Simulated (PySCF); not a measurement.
C4H5FO, SMILES O=C1CC[C@@H]1F. Atoms are numbered in the order given.

```xyz
11

O      1.4258     1.1166     0.6970
C      0.7023     0.4680     0.0023
C      0.0923     0.6535    -1.3934
C     -1.0452    -0.3005    -0.9389
C     -0.1609    -0.7845     0.2308
F     -0.7352    -0.9519     1.4544
H     -0.1706     1.6862    -1.6646
H      0.7367     0.2287    -2.1798
H     -1.3901    -1.0629    -1.6498
H     -1.9066     0.2578    -0.5437
H      0.4100    -1.6947    -0.0322
```

Geometry: ωB97X-D3(BJ)/def2-SVP. The structure was generated by enumeration; whether it is a known compound was not checked.

These are TDA-PBE/def2-SVPD run with PySCF values and carry that method's errors.

Vertical excitations. The molecule is in vacuum.

```json
[
 {"state": "S1", "energy (eV)": "3.87", "λ (nm)": "320", "f": "0.000", "main pairs": "HOMO→LUMO 100 %"},
 {"state": "S2", "energy (eV)": "5.91", "λ (nm)": "210", "f": "0.012", "main pairs": "HOMO−1→LUMO 93 %"},
 {"state": "S3", "energy (eV)": "6.02", "λ (nm)": "206", "f": "0.024", "main pairs": "HOMO→LUMO+1 97 %"},
 {"state": "S4", "energy (eV)": "6.53", "λ (nm)": "190", "f": "0.009", "main pairs": "HOMO−2→LUMO 94 %"},
 {"state": "S5", "energy (eV)": "6.61", "λ (nm)": "188", "f": "0.002", "main pairs": "HOMO→LUMO+2 90 %"},
 {"state": "S6", "energy (eV)": "6.73", "λ (nm)": "184", "f": "0.001", "main pairs": "HOMO→LUMO+3 93 %"},
 {"state": "S7", "energy (eV)": "7.12", "λ (nm)": "174", "f": "0.011", "main pairs": "HOMO−3→LUMO 63 %, HOMO→LUMO+4 15 %, HOMO−5→LUMO 14 %"},
 {"state": "S8", "energy (eV)": "7.22", "λ (nm)": "172", "f": "0.006", "main pairs": "HOMO→LUMO+4 84 %"},
 {"state": "S9", "energy (eV)": "7.40", "λ (nm)": "168", "f": "0.010", "main pairs": "HOMO−4→LUMO 97 %"},
 {"state": "S10", "energy (eV)": "7.63", "λ (nm)": "162", "f": "0.047", "main pairs": "HOMO→LUMO+5 96 %"},
 {"state": "T1", "energy (eV)": "3.30", "λ (nm)": "376", "f": "0", "main pairs": "HOMO→LUMO 100 %"},
 {"state": "T2", "energy (eV)": "5.52", "λ (nm)": "225", "f": "0", "main pairs": "HOMO−1→LUMO 92 %"},
 {"state": "T3", "energy (eV)": "5.91", "λ (nm)": "210", "f": "0", "main pairs": "HOMO→LUMO+1 99 %"},
 {"state": "T4", "energy (eV)": "6.05", "λ (nm)": "205", "f": "0", "main pairs": "HOMO−2→LUMO 98 %"}
]
```
Triplets are in the Tamm–Dancoff approximation.
